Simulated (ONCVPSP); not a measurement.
**How hard is this hydrogen ONCV potential?**

| Property | Result |
| --- | --- |
| Element | hydrogen (H) |
| Generator | ONCVPSP 4.0.1 |
| Type | optimised norm-conserving Vanderbilt (ONCV) |
| Functional | PBE |
| Relativity | scalar-relativistic |
| Frozen core | none |
| Valence charge | 1 |
| Reference configuration | 1s0.5 (charge +0.5) |
| Partial waves | 1s: rc 1.18 bohr, ncon 5, nbas 8, qcut 5.4 1/bohr, 3 projectors, debl 3.7 Ha; p scattering state at 0.07 Ha: rc 1.24 bohr, ncon 5, nbas 9, qcut 7.5 1/bohr, 2 projectors, debl 4 Ha |
| Local potential | polynomial inside 1.14 bohr (lpopt 5, dvloc0 2 Ha) |
| Core correction | none |

Question: For each optimised wave give the share of its norm inside rc, the residual kinetic energy above qcut (Ha) and the cutoffs (Ha) for errors of 10, 1, 0.1 and 0.01 mHa per electron.

Answer:

```csv
wave,norm inside rc,residual KE,10 mHa,1 mHa,0.1 mHa,0.01 mHa
1s,0.459,1.7e-03,8.8,17.0,89.1,113.7
s projector 2,0.098,5.6e-03,12.1,21.8,54.5,120.6
s projector 3,0.097,1.9e-02,16.0,28.1,52.9,165.2
p projector 1,0.038,3.6e-07,1.6,4.3,9.6,17.2
p projector 2,0.118,2.2e-05,8.9,16.1,24.3,30.8
```

The occupied waves need 17 Ha and 89 Ha for 1 and 0.1 mHa.
